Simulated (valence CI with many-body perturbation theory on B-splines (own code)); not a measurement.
Which ion has this spectrum?

A relativistic CI+MBPT calculation for an atom or ion with 13 electrons gives these levels (eV):

```tsv
J	Parity	E	g
1/2	odd	0.00	0.65
1/2	even	178.83	2.09
3/2	odd	439.75	1.32
3/2	even	586.31	1.62
5/2	even	605.58	1.33
3/2	even	627.22	0.97
1/2	even	638.11	1.27
3/2	even	686.26	0.83
5/2	even	775.27	1.19
3/2	odd	801.37	0.98
3/2	odd	815.00	0.80
5/2	odd	827.07	1.02
1/2	odd	855.15	0.40
3/2	odd	862.96	1.28
```

The energies are calculated, and their last digits are not significant.

(1) Which is it?
A. Au66+
B. Ir64+
C. Pt65+
D. Os63+

## Answers

(1) B. Ir64+, ground level (3s^2 3p1/2) J=1/2.
